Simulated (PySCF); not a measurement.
# Reading the logs of faulty runs: BGeH6Si cation

Calculated results; nothing here was measured. They come from PySCF 2.14.0, an open-source quantum chemistry program, on an isolated molecule that a program drew, which may never have been made. The molecule is BGeH6Si cation (charge +1, singlet), drawn as the SMILES string `B[SiH+][GeH3]`.

Each row is a Hartree-Fock (HF) and frozen-core CCSD(T) single point in the cc-pV(D+d)Z basis, meant for a local HF minimum. Run 1 is clean. Each other run has one planted mistake out of seven kinds, and not every kind appears here: one electron removed, one electron added, multiplicity raised by two, geometry at a saddle point, minimal basis STO-3G, one bond length entered in bohr, all coordinates scaled. The reference is restricted for singlets and unrestricted otherwise, and also for a bond in bohr. Adding or removing an electron swaps singlet and doublet. Electrons count all cores. HOMO and LUMO are orbital energies over both spins, the gradient is its largest component, and the lowest frequency (negative if imaginary) is given only where the gradient is small. Bond lengths are over the 8 bonds as drawn. T1 is the CCSD diagnostic: over 0.02 (restricted) or 0.045 (unrestricted) a single reference is doubtful. Germanium has the cc-pVDZ-PP basis, with a core potential (ECP10MDF) in place of its 10 inner electrons, and its 3s, 3p and 3d shells are frozen in CCSD(T).

Geometry of the clean run:
```xyz
9
BGeH6Si cation, angstrom
B    -0.9477    1.9073   -1.5941
Si    0.2938    1.5089   -0.0438
Ge    1.1915   -0.6576    0.7050
H    -2.1241    1.8890   -1.4049
H    -0.4730    2.1412   -2.6618
H     0.6980    2.7024    0.7254
H     0.6642   -0.7752    2.1246
H     0.6401   -1.6912   -0.2573
H     2.6946   -0.4568    0.6206
```

```
run,electrons,basis functions,<S^2>,HOMO (eV),LUMO (eV),gradient (hartree/bohr),lowest frequency (cm^-1),mean bond (Å),longest bond (Å),T1,HF (hartree),CCSD(T) (hartree),mistake
1,56,90,0.000,-16.03,-5.35,2.5e-05,42,1.6126,2.462,0.0143,-610.17221,-610.49096,no fault
2,56,90,0.875,-13.19,-5.78,8.9e-03,-,1.8379,3.828,0.0473,-610.06819,-610.36928,one bond length entered in bohr
3,56,90,0.000,-15.65,-5.32,2.5e-02,-,1.6868,2.575,0.0143,-610.15950,-610.48196,all coordinates scaled
4,57,90,0.772,-7.20,1.22,3.2e-02,-,1.6126,2.462,0.0140,-610.40203,-610.73700,one electron added
5,56,90,2.029,-13.27,-7.86,4.3e-02,-,1.6126,2.462,0.0246,-610.07348,-610.38713,?
6,55,90,0.793,-22.88,-13.99,7.2e-02,-,1.6126,2.462,0.0206,-609.62075,-609.91836,?
```

**Which mistake was planted in run 5, and what did it cost?**

Electrons, basis and geometry are unchanged, and <S^2> is 2.029, beside S(S+1) = 2.00 for a multiplicity of 3. So the mistake is: multiplicity raised by two. Subtracting run 1 and multiplying by 627.51 kcal/mol a hartree, the energy moved by 62.0 kcal/mol in HF and 65.2 kcal/mol in CCSD(T).

**Which mistake was planted in run 6, and what did it cost?**

It counts 55 electrons, one fewer than the clean run, at the same geometry and basis. So the mistake is: one electron removed. Subtracting run 1 and multiplying by 627.51 kcal/mol a hartree, the energy moved by 346.0 kcal/mol in HF and 359.3 kcal/mol in CCSD(T).

Cautions from the logs. Run 2: T1 is over the limit, so its CCSD(T) energy is less reliable.
